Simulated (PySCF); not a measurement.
Harmonic spectrum computed at PBE0 in the def2-TZVP basis family (core potentials from Rb on, PySCF, no spin–orbit coupling):

```json
{"ω (cm⁻¹)": "392", "IR (km/mol)": "13.6"}
{"ω (cm⁻¹)": "685", "IR (km/mol)": "220"}
{"ω (cm⁻¹)": "1447", "IR (km/mol)": "19.3"}
```

Question: Which molecule gave it? In each, all ligands are bound to the one heavy central atom.
A. FSnN (singlet)
B. FSeN (singlet)
C. FPdN (triplet)
D. FSN (singlet)
E. FSiN (singlet)

Answer: D. It has Cs symmetry with S–F 1.642 Å, S–N 1.436 Å.
